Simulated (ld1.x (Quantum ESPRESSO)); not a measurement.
# An all-electron radial function and its pseudo partner (P)

Columns: radius, all-electron u(r) and pseudo u(r) of the 3s shell (level -13.90 eV) of phosphorus in the configuration [Ne] 3s2 3p3; PBE, non-relativistic, RRKJ scheme, ld1.x (Quantum ESPRESSO) 7.5.

```csv
r (bohr),all-electron,pseudo
0.082,0.1639,0.0150
0.165,-0.0827,0.0329
0.248,-0.2883,0.0558
0.330,-0.3712,0.0850
0.413,-0.3507,0.1219
0.495,-0.2622,0.1657
0.578,-0.1350,0.2169
0.660,0.0056,0.2735
0.742,0.1461,0.3350
0.825,0.2793,0.4008
0.908,0.3980,0.4684
0.990,0.4989,0.5348
1.072,0.5830,0.5983
1.155,0.6520,0.6567
1.238,0.7056,0.7064
1.320,0.7446,0.7446
1.402,0.7710,0.7710
1.485,0.7864,0.7864
1.568,0.7920,0.7920
1.650,0.7894,0.7894
1.733,0.7798,0.7798
1.815,0.7648,0.7648
1.898,0.7451,0.7451
1.980,0.7222,0.7222
2.062,0.6967,0.6967
2.145,0.6690,0.6690
```

Question: How many radial nodes do the two functions have?

Answer: The all-electron 3s function has n − l − 1 = 2; the pseudo-wave has 0, since the states of the same l below it are removed with the core.

Question: At about which radius was the pseudo-wave matched?

Answer: 1.35 bohr, where the columns begin to agree (steps of 0.08 bohr).

Question: Where does each function peak?

Answer: Outermost all-electron maximum near 1.57 bohr, pseudo maximum near 1.57 bohr (to the table’s step).

Question: Is the pseudo-wave norm-conserving?

Answer: Yes: the RRKJ scheme keeps the norm inside the radius equal to the all-electron one, which fixes the energy derivative of the logarithmic derivative at the level.
